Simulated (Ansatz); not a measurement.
Geometry optimisation, Ansatz 0.2.0, RKS PBE0-D4/def2-SVP.

Input:

```yaml
crystal:
  periodic: [false, false, false]
  atoms:
    - { symbol: W, position_ang: [-0.532807, 0.104345, -0.079274] }
    - { symbol: H, position_ang: [-0.354277, 0.100533, 1.624236] }
    - { symbol: H, position_ang: [0.727135, -0.799275, 0.576937] }
    - { symbol: F, position_ang: [-0.500455, 1.808089, -0.83957] }
    - { symbol: F, position_ang: [-2.232634, -0.609255, -0.3555] }
    - { symbol: H, position_ang: [-0.18388, -1.341597, -0.818112] }
    - { symbol: H, position_ang: [0.840744, -0.01484, -1.013155] }
    - { symbol: O, position_ang: [1.606415, 1.689666, 1.559573] }
    - { symbol: Si, position_ang: [3.215683, 1.266731, 1.80363] }
    - { symbol: H, position_ang: [3.438966, -0.189728, 1.555877] }
    - { symbol: H, position_ang: [4.010786, 2.086415, 0.852385] }
    - { symbol: H, position_ang: [3.618704, 1.575571, 3.209298] }
    - { symbol: H, position_ang: [0.975119, 1.281846, 2.194876] }
basis:
  gaussian: { orbitals: def2-SVP }
hamiltonian:
  xc: pbe0
  dispersion: d4
relax:
  f_tol: 0.03
  max_steps: 50
```

Run as:

```bash
$ ansatz run input.yaml --threads 4 --pin off --max-ram 5120MiB --backend cpu --events-out ev --progress --plain --runs-dir out
```

Q: Where does it end, and by what steps?

A: The forces met the threshold. After 22 steps the energy has fallen by 0.626 eV; H11 moved furthest, 1.22 Å. Joined: W1–O8 (3.13 → 2.28 Å).

```tsv
step	energy less start (eV)	largest force component (eV/Å)	accepted
0	0.0000	0.833	yes
1	-0.1141	0.997	yes
2	-0.2520	1.868	yes
3	-0.4027	1.870	yes
4	-0.4796	0.860	yes
5	-0.5046	0.558	yes
6	-0.5477	0.859	yes
7	-0.5621	0.472	yes
8	-0.5880	0.213	yes
9	-0.5937	0.152	yes
10	-0.5908	0.127	no
11	-0.5973	0.046	yes
12	-0.5997	0.032	yes
13	-0.6024	0.446	yes
14	-0.6051	0.277	yes
15	-0.6112	0.045	yes
16	-0.6133	0.765	yes
17	-0.6203	0.264	yes
18	-0.6238	0.080	yes
19	-0.6254	0.045	yes
20	-0.6257	0.034	yes
21	-0.6256	0.052	no
22	-0.6260	0.010	yes
```

```xyz
13
Properties=species:S:1:pos:R:3
W -0.169 0.249 0.129
H -0.812 -0.048 1.670
H 0.444 -1.078 0.978
F 0.418 1.918 -0.542
F -1.812 0.062 -0.759
H 0.063 -1.142 -0.746
H 1.398 -0.209 -0.263
O 1.218 1.109 1.719
Si 2.903 1.285 1.415
H 3.535 -0.061 1.386
H 3.029 2.010 0.132
H 3.440 2.077 2.559
H 0.976 0.785 2.595
```

The run took 40 s on 4 threads of Intel(R) Xeon(R) 6975P-C (Granite Rapids), with other jobs on the host, peak memory 0.35 GiB.
